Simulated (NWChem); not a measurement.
System: MgO; SMILES [O]=[Mg]

Input file for NWChem:

```
start job
memory heap 200 mb stack 900 mb global 1100 mb
geometry units angstroms noautosym nocenter noautoz
  Mg     0.000000     0.000000    -0.709571
  O      0.000000     0.000000     1.038041
end
basis spherical
  * library def2-svpd
end
dft
  xc pbe0
  iterations 150
end
tddft
  cis
  nroots 6
  notriplet
end
task tddft energy
```

Geometry: optimised at PBE0/def2-SVP.

Vertical excitations in the gas phase.

What results follow from this input? (PBE0/def2-SVPD, TDA.) Quantities: lowest excitation, singlet (eV); oscillator strength of that lowest state; lowest state with f > 0.02, singlet (eV); oscillator strength of that bright state; orbital gap (eV).


```yaml
lowest excitation, singlet (eV): 0.64
oscillator_strength_of_that_lowest_state: 0.003
lowest state with f > 0.02, singlet (eV): 3.09
oscillator_strength_of_that_bright_state: 0.147
orbital gap (eV): 2.40
```
